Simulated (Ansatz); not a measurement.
Ansatz results at the PBE0-D4/def2-TZVP geometry: HOMO energy (PBE0/def2-TZVPP) -6.74 eV; HOMO–LUMO gap (ωB97M-V/def2-TZVPP) 9.65 eV; HOMO–LUMO gap (PBE/def2-TZVPP) 3.39 eV.

Each molecule was computed in one conformer, which needn't be the lowest.

Which molecule gave them?
A. `NC(O)O`
B. `[OH][Al]1[CH2]SC[O]1`
C. `BN/C=N/C=C`
D. `BC1=NCN1C`

C. The others give `[OH][Al]1[CH2]SC[O]1`: -6.42, 9.72, 3.88; `BC1=NCN1C`: -6.76, 8.46, 2.07; `NC(O)O`: -7.58, 12.47, 6.27.
